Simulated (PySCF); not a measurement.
PySCF input for Ga(Me)2(NH3) (C2H9GaN), SMILES [CH3][Ga+]([CH3])<-[NH3] (connectivity only; charge and spin as stated), charge +1, multiplicity 1, HF/pcSseg-1. Geometry optimised at TPSSh-D3(BJ)/def2-SVP. The multiplicity is an assumed one; other spin states were not compared. The isomer is the one that the SMILES or the coordinates give; other isomers of the formula were not compared.

```python
import numpy as np
from pyscf import gto, scf, dft
from pyscf.prop.nmr import rhf as nmr

mol = gto.M(
    atom='''
    Ga    0.01188247    0.21177293    0.05219920
    C     1.42934561    0.92806483   -1.06087413
    H     2.38509678    0.43703267   -0.81423759
    H     1.53584261    2.01072633   -0.90274116
    H     1.20829887    0.74170138   -2.12446049
    C    -1.35906778    0.46869081    1.39988221
    H    -2.34044436    0.15342619    1.00970873
    H    -1.41576666    1.52566430    1.69678523
    H    -1.12903033   -0.13865179    2.29072916
    N    -0.09466479   -1.85327478   -0.45082074
    H    -0.80137241   -2.02998594   -1.17733858
    H    -0.35879338   -2.44680208    0.34552276
    H     0.78879865   -2.22568233   -0.82044663
    ''',
    basis='pcSseg-1',
    charge=1,
    spin=0,
    max_memory=1600,
    verbose=3,
)
mf = scf.RHF(mol)
mf.conv_tol = 1e-10
mf.max_cycle = 100
mf.kernel()
n = nmr.NMR(mf)
n.verbose = 2
n.max_cycle_cphf = 60
sigma = n.kernel()
print('atom   isotropic/ppm   span/ppm')
for i, s in enumerate(sigma):
    w = np.linalg.eigvalsh((s + s.T) / 2)
    print(f'{mol.atom_symbol(i):2s}{i + 1:3d} {w.mean():14.3f} {w[2] - w[0]:11.3f}')
```

Log of the run:

```
converged SCF energy = -2058.24349303415
atom   isotropic/ppm   span/ppm
Ga  1       1392.794    1347.555
C   2        195.246      19.276
H   3         30.893      13.823
H   4         30.431      14.913
H   5         30.880      13.749
C   6        195.358      19.222
H   7         30.890      13.770
H   8         30.435      14.906
H   9         30.904      13.843
N  10        236.622      14.981
H  11         28.722      17.272
H  12         28.499      18.262
H  13         28.473      18.382
```

The run converged.
